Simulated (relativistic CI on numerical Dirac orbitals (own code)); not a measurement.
## Nd2+: 4f valence photoemission

Computed with this model: Dirac-Coulomb-Breit CI, orbitals from a KLI potential per configuration, model QED, valence Slater integrals scaled by 0.8, multiplet model of photoemission in the sudden approximation; configurations [Xe] 4f4 → [Xe] 4f3; 80 K; Lorentzian 0.1 eV and Gaussian 0.3 eV FWHM. Energies are those of the free ion, without screening or charge transfer. The energies are binding energies and can lie tens of eV above those of solids. S is read from ⟨S²⟩ = S(S + 1).

Computed curve for free ion, scaled to 100 at the maximum (points under 2 are left out and the grid is thinned):

| Energy (eV) | Intensity |
| --- | --- |
| 18.8 | 2.9 |
| 18.9 | 4.9 |
| 19.0 | 10.6 |
| 19.1 | 26.7 |
| 19.2 | 59.0 |
| 19.3 | 93.4 |
| 19.4 | 100.0 |
| 19.5 | 77.1 |
| 19.6 | 48.9 |
| 19.7 | 27.7 |
| 19.8 | 14.1 |
| 19.9 | 7.2 |
| 20.0 | 4.0 |
| 20.1 | 2.6 |
| 20.2 | 2.0 |
| 20.5 | 2.7 |
| 20.6 | 5.2 |
| 20.7 | 11.0 |
| 20.8 | 18.8 |
| 20.9 | 22.5 |
| 21.0 | 18.8 |
| 21.1 | 12.0 |
| 21.2 | 7.4 |
| 21.3 | 7.3 |
| 21.4 | 13.1 |
| 21.5 | 24.9 |
| 21.6 | 36.3 |
| 21.7 | 37.5 |
| 21.8 | 28.3 |
| 21.9 | 17.0 |
| 22.0 | 8.8 |
| 22.1 | 4.3 |
| 22.2 | 2.2 |

The ground state has S = 1.98, and the centroid lies at 20.13 eV.
